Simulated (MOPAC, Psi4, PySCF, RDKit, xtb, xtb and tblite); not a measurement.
Two geometries of C4H9BO3, SMILES OB(CCC(C)=O)O, singlet, relaxed at GFN2-xTB with one dihedral held; other torsions can differ between them too.

Structure A

```
17

C      2.4658     0.6846    -0.7444
C      0.9961     0.3762    -0.6149
O      0.2000     0.7068    -1.4635
C      0.6250    -0.3733     0.6403
C     -0.7202    -1.1130     0.5739
B     -2.0311    -0.1754     0.6024
O     -2.9297    -0.3999     1.5898
O     -2.2822     0.7946    -0.3009
H      2.8800     1.0038     0.2082
H      2.9845    -0.2219    -1.0534
H      2.6255     1.4492    -1.5002
H      1.4323    -1.0731     0.8712
H      0.5990     0.3627     1.4500
H     -0.7312    -1.7163    -0.3371
H     -0.7651    -1.8069     1.4129
H     -3.6993     0.1694     1.5445
H     -1.5898     0.9020    -0.9668
```

Structure B

```
17

C      2.4704     0.4643    -0.8594
C      0.9918     0.3125    -0.6409
O      0.1793     0.5955    -1.4938
C      0.5909    -0.2428     0.7014
C      0.2965    -1.7532     0.5730
B     -1.0802    -2.1303    -0.1799
O     -1.6227    -3.3290     0.1409
O     -1.7176    -1.3511    -1.0739
H      2.8451     1.2569    -0.2135
H      2.9806    -0.4573    -0.5886
H      2.6805     0.7174    -1.8952
H      1.3908    -0.0828     1.4254
H     -0.3124     0.2632     1.0469
H      1.1326    -2.2378     0.0635
H      0.2671    -2.1805     1.5754
H     -2.4336    -3.5207    -0.3324
H     -1.2818    -0.5229    -1.3185
```

Question: Which is lower in energy at the level Psi4 with PBE0-D3(BJ)/def2-SVP // GFN2-xTB, and by how much?

Answer: A is lower, by 3.81 kJ/mol (dihedral O3–C2–C4–C5: 20° in A, 80° in B).

E(B) − E(A) in kJ/mol at the other levels, on the same two geometries: GFN2-xTB (xtb and tblite) -0.90; PBE0/def2-SVP // GFN2-xTB (Psi4) 4.53; PBE/def2-SVP // GFN2-xTB (Psi4) 4.12; PBE-D3(BJ)/def2-SVP // GFN2-xTB (Psi4) 3.33; UFF // GFN2-xTB (RDKit) 22.41; PM3, restricted, heats of formation // GFN2-xTB (MOPAC) -0.76; AM1, restricted, heats of formation // GFN2-xTB (MOPAC) 5.00; GFN1-xTB // GFN2-xTB (xtb) -0.06; restricted B3LYP/6-31G*, spherical d, density fitting // GFN2-xTB (PySCF) 3.25; restricted Hartree-Fock/3-21G // GFN2-xTB (PySCF) 3.28; restricted B3LYP/6-311+G**, spherical d, density fitting // GFN2-xTB (PySCF) 4.23; restricted MP2 (frozen core)/6-31G*, spherical d // GFN2-xTB (PySCF) 2.38.
